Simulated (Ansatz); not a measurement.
Species: H₂ISi, SMILES `[SiH2]I` (charge 0, multiplicity 2).

Give a relaxed geometry from Ansatz (a first-principles code) with B3LYP-D3(BJ)/def2-TZVP.

the end point of this relaxation (outside a Z-matrix the atoms follow the SMILES, hydrogens last).
Z-matrix (Å, degrees):
```
Si
H 1 1.4853
H 1 1.4853 2 110.24
I 1 2.4544 2 108.61 3 118.89
```
